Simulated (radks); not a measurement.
Task: Hg V, 76 electrons, occupied as [Xe] 4f14 5d8. Method: Dirac Kohn-Sham, BLYP, spin-unpolarised, spherical densities, finite nucleus; open shells are shared between the two j in proportion to 2j + 1; Fermi nuclear charge, rms radius 5.4648 fm; computed with a radial shooting solver on a logarithmic mesh with Libxc functionals.

Spin-orbit splittings of the eigenvalues, e(l+1/2) - e(l-1/2), with zeta = 2 splitting/(2l+1) and mean radii in bohr:

shell  occ.  splitting (eV)  zeta (eV)  <r> j=l-1/2  <r> j=l+1/2
2p        6            1948       1299      0.05692      0.06559
3p        6               ?          ?       0.1704       0.1863
3d       10           92.47      36.99       0.1621       0.1669
4p        6           104.2      69.50       0.4011       0.4353
4d       10           19.44      7.775       0.4424       0.4536
4f       14           4.200      1.200       0.4787       0.4854
5p        6           18.76      12.50       0.9628        1.053
5d        8           2.221     0.8883        1.320        1.360
6p        0           2.833      1.889        2.407        2.589

Estimate the 3p splitting.

Result: 431.5 eV (zeta = 287.7 eV).
